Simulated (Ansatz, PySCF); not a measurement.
This PySCF input computes a CCSD(T)/cc-pVDZ energy:

```python
from pyscf import gto, scf, mp, cc as ccmod

mol = gto.M(
    atom='''
    B     0.34970942    0.41433946   -0.19134774
    F     1.12615698   -0.61534359    0.06612940
    C    -1.19182156    0.39311001    0.03213805
    H    -1.61394171    1.38454165    0.18881453
    H    -1.47133606   -0.26607732    0.86064383
    H    -1.64775268   -0.01072948   -0.88071261
    ''',
    basis='cc-pvdz',
    charge=0,
    spin=1,
    verbose=4,
)

mf = scf.UHF(mol)
mf.conv_tol = 1e-10
mf.max_cycle = 100
mf.kernel()
mo, _, stable, _ = mf.stability(return_status=True)
if not stable:
    mf.kernel(mf.make_rdm1(mo, mf.mo_occ))
mp2 = mp.MP2(mf, frozen=3).run()
cc = ccmod.CCSD(mf, frozen=3)
cc.max_cycle = 100
cc.kernel()
et = cc.ccsd_t()
print(f'E(CCSD(T)) = {cc.e_tot + et:.9f}')
```

Question: Write an input for the same energy in Ansatz (a quantum-chemistry and plane-wave program) and say what it gives.

Answer: 
Ansatz 0.2 input:
```yaml
crystal:
  periodic: [false, false, false]
  atoms:
    - {symbol: B, position_ang: [0.34970942, 0.41433946, -0.19134774]}
    - {symbol: F, position_ang: [1.12615698, -0.61534359, 0.06612940]}
    - {symbol: C, position_ang: [-1.19182156, 0.39311001, 0.03213805]}
    - {symbol: H, position_ang: [-1.61394171, 1.38454165, 0.18881453]}
    - {symbol: H, position_ang: [-1.47133606, -0.26607732, 0.86064383]}
    - {symbol: H, position_ang: [-1.64775268, -0.01072948, -0.88071261]}
basis:
  gaussian:
    orbitals: cc-pVDZ
magnetization: {spin_polarized: true, initial_magnetization: 1}
correlation: {method: ccsd_t, electrons: outside_noble_gas}
```
It gives -164.17163 Eh, and PySCF -164.17163 Eh, a difference of 0.00 mEh.

It need not be the lowest isomer of its formula.
